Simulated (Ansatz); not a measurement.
Frontier orbitals of CH3BrGe, SMILES `[CH3][Ge][Br]`.

Charge 0, multiplicity 1. Correlated methods include outer-core shells of Br, Ge, which these sets cover unevenly. Scalar relativity is left out up to krypton. Geometry: relaxed with PBE0-D4/def2-TZVP. Basis def2-TZVPP, Ansatz 0.2.0.

```
functional  HOMO (eV)  LUMO (eV)  gap (eV)
       PBE      -5.75      -3.50      2.25
    r2SCAN      -6.01      -3.45      2.56
    B97M-V      -6.01      -3.36      2.65
      PBE0      -6.82      -2.74      4.08
   r2SCANh      -6.40      -3.15      3.25
   r2SCAN0      -6.99      -2.71      4.28
     BHLYP      -7.76      -1.89      5.87
   ωB97M-V      -8.91      -0.80      8.11
```

A quarter of exact exchange (PBE0) shifts PBE's HOMO by −1.06 eV and its LUMO by +0.76 eV; full exchange at long range (ωB97M-V) shifts them by −3.16 and +2.70 eV. The gap opens from 2.25 to 8.11 eV, since occupied levels lose self-interaction and empty ones feel all the electrons.
